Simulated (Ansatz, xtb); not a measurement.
Pulling on the B1–H2 bond in CH5BSe (SMILES CB[SeH]) (multiplicity 1 held, fragments rigid). Energies count from the point at 1.189 Å.
Geometry at that point (charge 0, multiplicity 1):
```xyz
8

B     -0.1528    -0.5534     1.0626
H     -1.1320    -0.5894     1.7355
C      1.1691    -1.2645     1.4816
H      0.9786    -2.3331     1.6320
H      1.4936    -0.8885     2.4585
H      2.0000    -1.1608     0.7826
Se    -0.2340     0.4253    -0.5976
H     -1.6347     0.8649    -0.4932
```

Restricted levels (R-, RO-) in cc, def2 and unpolarised 6-31G sets keep to the state of the molecule at rest. U- levels take the lowest unrestricted solution at each point, which mixes spins at long bonds. Active spaces are followed from a long bond inwards. Levels need not reach the same state.

Cores are frozen in the correlated methods. Filled d and f shells under p-block atoms count as core.

Codes used: Ansatz (Gaussian basis) for Hartree–Fock, density functionals and correlated methods; xtb for the GFN methods. Values without a source in brackets are computed. The GFN methods have no spin term and hold the electronic entropy of 300 K.

Energies in kJ/mol.

```csv
R (Å),GFN2-xTB,R-CCSD/cc-pVDZ,U-CCSD(T)/cc-pVDZ,"FIC-NEVPT4(SD) on CASSCF(2,2)/cc-pVDZ","FIC-MRCISD+Q on CASSCF(2,2)/cc-pVDZ"
0.951,97,120,120,121,120
1.070,14,27,28,28,27
1.189,0,0,0,0,0
1.307,16,9,9,9,9
1.426,45,39,38,37,38
1.605,98,100,98,97,98
1.783,157,166,162,161,162
2.080,251,266,261,257,259
2.377,332,345,338,330,332
2.734,406,409,399,386,387
3.209,469,456,431,421,422
3.804,505,479,437,434,435
```

Doubts at one or more of the structures used: a restricted determinant that unrestricted orbitals would lower (R-CCSD/cc-pVDZ); other coupled-cluster roots lie near (R-CCSD/cc-pVDZ); T1 above 0.05 (R-CCSD/cc-pVDZ, U-CCSD(T)/cc-pVDZ); a spin-contaminated determinant (U-CCSD(T)/cc-pVDZ).

Ansatz is an electronic-structure program.
